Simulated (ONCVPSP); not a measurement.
**Building the ONCV potential for W (Z = 74) (PBE, non-relativistic).**

```json
{"Element": "W", "Generator": "ONCVPSP 4.0.1", "Type": "optimised norm-conserving Vanderbilt (ONCV)", "Functional": "PBE", "Relativity": "non-relativistic", "Frozen core": "[Kr] 4d10 4f14", "Valence charge": "14", "Reference configuration": "5s2 5p6 5d3 (charge +3)", "Partial waves": "5s: rc 1.35 bohr, ncon 4, nbas 9, qcut 3.7 1/bohr, 2 projectors, debl 1.9 Ha; 5p: rc 1.75 bohr, ncon 5, nbas 8, qcut 7.5 1/bohr, 2 projectors, debl 0.6 Ha; 5d: rc 1.65 bohr, ncon 3, nbas 7, qcut 6.4 1/bohr, 1 projector; f scattering state at 0.4 Ha: rc 1.95 bohr, ncon 3, nbas 7, qcut 6.3 1/bohr, 2 projectors, debl 1.3 Ha", "Local potential": "polynomial inside 1.15 bohr (lpopt 5, dvloc0 -1 Ha)", "Core correction": "none"}
```

In the s channel the program set the typed energies aside and used -3.422, 0.250 Ha. In the p channel the program set the typed energies aside and used -2.522, 0.250 Ha.

**Question.** Does the generator finish with these settings?

**Answer.** Yes, a potential is produced and its reference levels are reproduced.

**Question.** Estimate the cutoffs (Ha) at which the residual kinetic energy of the hardest occupied pseudo-wave falls to 1 and 0.1 mHa per electron.

**Answer.** 129 Ha and 165 Ha.

**Question.** What does a ghost test show?

**Answer.** No bound ghost flagged but for a GHOST(-) flag that falls on a real empty level of the atom; GHOST(+) flagged for s at 67.3 eV.

**Question.** Which valence shell sets the plane-wave cutoff?

**Answer.** 5s: 129 Ha for 1 mHa per electron, against 23 Ha for 5p.

**Question.** Tests: 5s2 5p6 5d4 6s2; 5s2 5p6 5d4 6s1; 5s2 5p6 5d4; 5s2 5p6 5d2. Which has the largest error in its energy relative to the reference configuration, and how large is it?

**Answer.** 5s2 5p6 5d4 6s2, with +21 meV (all-electron minus pseudo) on -47.70 eV.
